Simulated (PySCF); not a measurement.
# UHF on As (arsenic, neutral)

Configuration: [Ar] 3d10 4s1 4p3 4d1, high-spin 6D determinant (an excited configuration). All numbers are calculated (PySCF 2.14, scalar relativity through the core potential, in aug-cc-pVTZ-PP with one added diffuse shell each of s, d, f type with ECP10MDF (7s5p5d3f, 68 functions)).

- Total energy: -330.750208 hartree
- One-electron energy: -581.5106 hartree
- Hartree (Coulomb) energy: 276.4500 hartree
- Exchange energy: -25.6896 hartree
- ⟨S²⟩: 8.7517
- ⟨L²⟩: 6.010
- Sum of ⟨r⟩: 26.84 bohr
- Sum of ⟨r²⟩: 80.73 bohr²
- Traceless quadrupole moment −½Σ⟨3z² − r²⟩ along its main axis: 14.2 e·bohr²

| shell | electrons | mean orbital energy (hartree) | spread (hartree) | rms radius, mean of both spins (bohr) |
| --- | --- | --- | --- | --- |
| 3s α | 1 | -8.34047 | 0 | 0.642 |
| 3s β | 1 | -8.29622 | 0 | 0.642 |
| 3p α | 3 | -6.25476 | 0.00065 | 0.668 |
| 3p β | 3 | -6.22088 | 0.00098 | 0.668 |
| 3d α | 5 | -2.32051 | 0.00258 | 0.742 |
| 3d β | 5 | -2.29735 | 0.00122 | 0.742 |
| 4s α | 1 | -1.06792 | 0 | 2.03 |
| 4p α | 3 | -0.56776 | 0.00044 | 2.44 |
| 4d α | 1 | -0.06576 | 0 | 7.05 |

Energies and moments cover only the electrons outside the core potential. The outer electron is Rydberg-like, and this basis confines it to a smaller radius and binds it less than a complete one would.
